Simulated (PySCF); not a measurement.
## Al (aluminium, neutral): r2SCAN calculation

Configuration: [Ne] 3s2 3p1, 2P determinant. Computed with PySCF 2.14 in pcseg-2 (5s4p2d1f, 34 functions), with no relativity, point nucleus.

* Total energy: -242.3327 hartree
* One-electron energy: -336.7816 hartree
* Hartree (Coulomb) energy: 112.9833 hartree
* Exchange-correlation energy: -18.5344 hartree
* Kinetic energy: 242.21944 hartree
* ⟨S²⟩: 0.7548
* ⟨L²⟩: 2.015
* Sum of ⟨r⟩: 13.62 bohr
* Sum of ⟨r²⟩: 32.73 bohr²
* Traceless quadrupole moment −½Σ⟨3z² − r²⟩ along its main axis: -5.30 e·bohr²
* Density at the nucleus (Gaussians lack the cusp): 1370 bohr⁻³
* Spin density at the nucleus: -0.0408 bohr⁻³
* Langevin diamagnetic susceptibility: -25.9 ×10⁻⁶ cm³/mol
* Time after the integrals: 0.53 s of wall time on 1 thread of Neoverse-N1 (shared host)

```
shell  electrons  mean orbital energy (hartree)  spread (hartree)  rms radius, mean of both spins (bohr)
 1s α          1                      -55.75753                 0                                  0.140
 1s β          1                      -55.75524                 0                                  0.140
 2s α          1                       -4.08216                 0                                  0.685
 2s β          1                       -4.08052                 0                                  0.685
 2p α          3                       -2.61972           0.00452                                  0.679
 2p β          3                       -2.61671           0.00954                                  0.679
 3s α          1                       -0.29558                 0                                   2.79
 3s β          1                       -0.27034                 0                                   2.79
 3p α          1                       -0.12256                 0                                   3.66
```
